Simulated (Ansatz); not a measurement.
`[NH]=[W](=[NH])([OH])[Cl]` and `[NH]=[W](=[NH])([OH])[F]` differ in one element.

Ansatz, PBE0-D4/def2-TZVP geometries, multiplicity 1. Each molecule was computed in one conformer, which needn't be the lowest.

Elements past krypton have def2 core potentials.

```csv
property,`[NH]=[W](=[NH])([OH])[Cl]`
size of the dipole moment (ωB97M-V/def2-TZVPP) / D,2.69
HOMO energy (PBE/def2-TZVPP) / eV,-6.58
size of the dipole moment (B3LYP/def2-TZVPP) / D,2.64
HOMO–LUMO gap (B3LYP/def2-TZVPP) / eV,5.97
LUMO energy (ωB97M-V/def2-TZVPP) / eV,0.60
HOMO energy (ωB97M-V/def2-TZVPP) / eV,-10.14
```

What does the change do to each property? (An estimate is asked.)

The calculation gave: 
| property | `[NH]=[W](=[NH])([OH])[F]` | shift |
| --- | --- | --- |
| size of the dipole moment (ωB97M-V/def2-TZVPP) / D | 2.52 | -0.17 |
| HOMO energy (PBE/def2-TZVPP) / eV | -6.55 | 0.03 |
| size of the dipole moment (B3LYP/def2-TZVPP) / D | 2.53 | -0.11 |
| HOMO–LUMO gap (B3LYP/def2-TZVPP) / eV | 6.38 | 0.41 |
| LUMO energy (ωB97M-V/def2-TZVPP) / eV | 1.06 | 0.46 |
| HOMO energy (ωB97M-V/def2-TZVPP) / eV | -10.16 | -0.02 |

Dipoles are sizes alone; their direction can turn.

B3LYP here is the variant with VWN-RPA as its local correlation; programs differ in this.
